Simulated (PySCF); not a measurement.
# Cost of response and excited-state runs on SMILES CCc1oncc1[SiH2]O, C₅H₉NO₂Si

Molfile (atoms numbered from 1):
```
C5H9NO2Si
     RDKit          3D

 18 18  0  0  0  0  0  0  0  0999 V2000
   -2.0763   -0.8664   -0.3313 C   0  0  0  0  0  0  0  0  0  0  0  0
   -1.2921   -0.4167    0.9037 C   0  0  0  0  0  0  0  0  0  0  0  0
   -0.4297    0.7482    0.5786 C   0  0  0  0  0  0  0  0  0  0  0  0
   -0.8819    1.9780    0.8651 O   0  0  0  0  0  0  0  0  0  0  0  0
    0.0272    2.8964    0.4536 N   0  0  0  0  0  0  0  0  0  0  0  0
    1.0156    2.2353   -0.0748 C   0  0  0  0  0  0  0  0  0  0  0  0
    0.7970    0.8350   -0.0319 C   0  0  0  0  0  0  0  0  0  0  0  0
    1.9156   -0.5049   -0.6814 Si  0  0  0  0  0  4  0  0  0  0  0  0
    1.5533   -1.8043    0.2312 O   0  0  0  0  0  0  0  0  0  0  0  0
   -2.6958   -0.0545   -0.7055 H   0  0  0  0  0  0  0  0  0  0  0  0
   -2.7186   -1.7062   -0.0793 H   0  0  0  0  0  0  0  0  0  0  0  0
   -1.3903   -1.1735   -1.1171 H   0  0  0  0  0  0  0  0  0  0  0  0
   -0.6594   -1.2338    1.2496 H   0  0  0  0  0  0  0  0  0  0  0  0
   -1.9832   -0.1301    1.6979 H   0  0  0  0  0  0  0  0  0  0  0  0
    1.8613    2.7575   -0.4742 H   0  0  0  0  0  0  0  0  0  0  0  0
    1.6338   -0.7878   -2.0934 H   0  0  0  0  0  0  0  0  0  0  0  0
    3.3194   -0.1277   -0.5064 H   0  0  0  0  0  0  0  0  0  0  0  0
    1.9955   -2.6382    0.1040 H   0  0  0  0  0  0  0  0  0  0  0  0
  1  2  1  0
  2  3  1  0
  3  4  1  0
  4  5  1  0
  5  6  2  0
  6  7  1  0
  7  8  1  0
  8  9  1  0
  7  3  2  0
  1 10  1  0
  1 11  1  0
  1 12  1  0
  2 13  1  0
  2 14  1  0
  6 15  1  0
  8 16  1  0
  8 17  1  0
  9 18  1  0
M  END
```

PySCF with density fitting, on 1 thread of an Arm Neoverse V2, shared host. Command: `OMP_NUM_THREADS=1 python excited_run.py task.json out`

(1) How long does each of these runs take, and how much memory?
- open-shell absorption, M06-2X/def2-SVP; 8 states; spin flip; reference multiplicity 3; writes grids
- open-shell absorption, SCAN/def2-SVPD; spin flip; reference multiplicity 3; 2 states; Tamm-Dancoff; SCF tolerance 1e-06 Eh
- open-shell absorption, mPW1PW91/def2-SVP; spin flip; reference multiplicity 3; 25 states; Tamm-Dancoff; IEF-PCM dichloromethane; damping 0.3

Answers

(1) 
```tsv
run	level	basis functions	wall time	peak memory (GiB)
open-shell absorption	M06-2X/def2-SVP	175	63 s	0.66
open-shell absorption	SCAN/def2-SVPD	262	110 s	0.71
open-shell absorption	mPW1PW91/def2-SVP	175	42 s	0.79
```
Times from a shared host are rough.
